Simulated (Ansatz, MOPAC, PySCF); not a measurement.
Dimer: NH3 (SMILES N) (first 4 atoms) with SiH4 (SMILES [SiH4]); geometry from B3LYP-D3(BJ)/def2-TZVP, rigid monomers moved along the line of their centres of mass till N1···Si5 is 3.28 Å.
(charge 0, multiplicity 1):
```xyz
9

N      0.06953     0.16398    -0.00728
H     -0.74419     0.64334     0.35970
H      0.03779    -0.79277     0.32469
H      0.89049     0.60126     0.39447
Si    -0.00376     0.04415     3.27235
H      1.23144     0.73183     2.83469
H     -0.03715    -0.00998     4.75169
H     -0.02358    -1.33297     2.73074
H     -1.18603     0.78708     2.78195
```

Counterpoise-corrected where a basis set is named; no monomer relaxation. Rows marked so take none.

Rows in 6-31G* carry no dispersion term and start afresh at each structure (6-31G* with six Cartesian d functions). The state that PM6 reach isn't checked.

Programs: Ansatz (Gaussian basis) for Hartree–Fock, density functionals and correlated methods; MOPAC for PM6 (differences of heats of formation); PySCF for 6-31G* rows, the dispersion terms. 

One of these levels gives 96.2 meV for the interaction energy. Name it.
(A) PM6
(B) PBE-D3(BJ)/def2-TZVPPD
(C) M06-2X/6-31G* (no counterpoise)
(D) B3LYP/6-31G*

D, B3LYP/6-31G*. The others give 82.6 (PM6), -30.0 (PBE-D3(BJ)/def2-TZVPPD), -114.1 (M06-2X/6-31G* (no counterpoise))

Ansatz is a first-principles code.
